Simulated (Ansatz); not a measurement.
Species: H6O2Si3, SMILES `O[SiH](O)[SiH]=[SiH2]` (charge 0, multiplicity 1).

### Question
Give a relaxed geometry from Ansatz (a program for electronic structure) with B3LYP-D3(BJ)/def2-TZVP.

### Answer
Several could match; the one computed here: the end point of this relaxation, one of several conformers (outside a Z-matrix the atoms follow the SMILES, hydrogens last).
Bonds (Å): O1–Si2 1.650, O1–H6 0.961, Si2–O3 1.650, Si2–Si4 2.327, Si2–H7 1.478, O3–H8 0.962, Si4–Si5 2.154, Si4–H9 1.482, Si5–H10 1.479, Si5–H11 1.476. Angles (°): Si2–O1–H6 118.3, O1–Si2–O3 113.6, O1–Si2–Si4 102.8, O1–Si2–H7 110.8, O3–Si2–Si4 112.7, O3–Si2–H7 102.9, Si4–Si2–H7 114.5, Si2–O3–H8 117.1, Si2–Si4–Si5 116.8, Si2–Si4–H9 117.9, Si5–Si4–H9 116.3, Si4–Si5–H10 123.0, Si4–Si5–H11 121.0, H10–Si5–H11 112.6.
